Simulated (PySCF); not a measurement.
**Working out the ionisation energy of Ne⁺**

Ne⁺ [He] 2s2 2p5 (2P) → Ne²⁺ [He] 2s2 2p4 (3P). Calculation: PySCF 2.14, in aug-cc-pVTZ; no relativity, point nucleus. Frozen: 1s2. Energies in hartree (1 hartree = 27.21139 eV):

| part | Ne⁺ (lower) | Ne²⁺ (upper) |
| --- | --- | --- |
| UHF | -127.809570 | -126.366558 |
| CCSD correlation | -0.211671 | -0.159253 |
| (T) | -0.002764 | -0.001550 |

Task: What does Hartree-Fock give?

Result: (-126.366558) − (-127.809570) = 1.443012 hartree = 39.266 eV.

Task: What do CCSD and CCSD(T) give?

Result: The CCSD correlation energies differ by 0.052418 hartree = 1.426 eV and the triples by 0.001214 hartree = 0.033 eV, so CCSD gives 40.692 eV and CCSD(T) 40.725 eV.

A first-order spin-orbit estimate adds -0.005 eV to CCSD(T) (valence), giving 40.720 eV against 40.963 eV (measured; NIST Atomic Spectra Database, ionization energies).

What remains against the reference includes basis incompleteness, the frozen core and higher excitations.
